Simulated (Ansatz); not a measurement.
`C[Si](O)(F)F` + NH₃ → `C[Si](N)(O)F` + H–F at 400 K and 1 bar (ligand exchange at the Si–F bond).

Program: Ansatz. Geometries: PBE0-D4/def2-TZVP. ΔE: electronic, gas phase. CBS: MP2 limit from def2 TZ/QZ plus the TZ coupled-cluster correction, frozen cores. This one scheme is used for every species. Each species was taken in one conformer, which may not be the lowest.

```
       species  CCSD(T)/CBS energy (Eh)  H − E (kJ/mol)  S (J/(mol·K))
`C[Si](O)(F)F`               -604.51944           182.4          367.1
           NH₃                -56.50880           104.2          203.1
`C[Si](N)(O)F`               -560.59755           247.9          386.5
           H–F               -100.39570            36.5          182.2
```

H − E and S are ideal-gas, rigid-rotor, harmonic terms from PBE0-D4/def2-TZVP, for one conformer and one mirror image of each species. 1 Eh = 2625.50 kJ/mol, R = 8.31446 J/(mol·K).

Q: By hand: ΔE, ΔH, ΔS and ΔG.

A: ΔE = (-560.59755) + (-100.39570) − (-604.51944) − (-56.50880) = 0.03499 Eh = 91.9 kJ/mol. Δ(H − E) = 247.9 + 36.5 − 182.4 − 104.2 = -2.2, so ΔH = 89.7 kJ/mol. ΔS = 386.5 + 182.2 − 367.1 − 203.1 = -1.5 J/(mol·K). ΔG = 89.7 − 400 × (-1.5)/1000 = 90.3 kJ/mol.

Q: By hand: the equilibrium constant, and the temperature at which ΔG would vanish if ΔH and ΔS stayed fixed.

A: log₁₀ K = −ΔG/(RT ln 10) = -11.8. ΔH and −TΔS have one sign here, so there is no such temperature. One of them is within its doubt of zero, so this could turn.

The number of gas molecules stays the same, so ΔS is small and ΔH decides. A doubt of 5 kJ/mol in ΔE shifts log₁₀ K by 0.7 here. Other conformers and mirror images would add mixing entropy, several J/(mol·K) or more a flexible species. These are equilibria of isolated gas molecules and say nothing of rates. Largest T1 diagnostic: 0.011 (customary marks: 0.02 for closed shells, 0.045 for open ones).
